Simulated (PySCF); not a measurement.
## A small calculation by hand: dipole moment from atomic charges

chlorotrifluoromethane (CClF₃), SMILES FC(F)(F)Cl. Atoms are numbered in the order given.

```xyz
5

F      1.0780    -0.6224     0.8134
C      0.0000     0.0000     0.3563
F     -1.0780    -0.6224     0.8134
F      0.0000     1.2448     0.8134
Cl     0.0000     0.0000    -1.4176
```

Geometry: B3LYP-D3(BJ)/def2-SVP.

Charges (e) from CAM-B3LYP/def2-TZVP in PySCF:

```
atom  Mulliken     IAO
----  --------  ------
F1      -0.137  -0.262
C2       0.452   0.816
F3      -0.137  -0.262
F4      -0.137  -0.262
Cl5     -0.042  -0.030
```

The dipole moment of the full density is 0.40 D.

### Question
What dipole moment does each set of point charges give, and which comes closer to that of the density?

### Answer

μ = Σ q r, and 1 e Å = 4.8032 D.
Mulliken: Σ q r = (0.000, 0.000, -0.114) e Å, |μ| = 0.55 D.
IAO: Σ q r = (0.000, 0.000, -0.306) e Å, |μ| = 1.47 D.
Mulliken comes closer in size. Point charges leave out the atoms' own dipoles (lone pairs, polarised bonds); fits to the potential absorb them, partitions of the density don't.
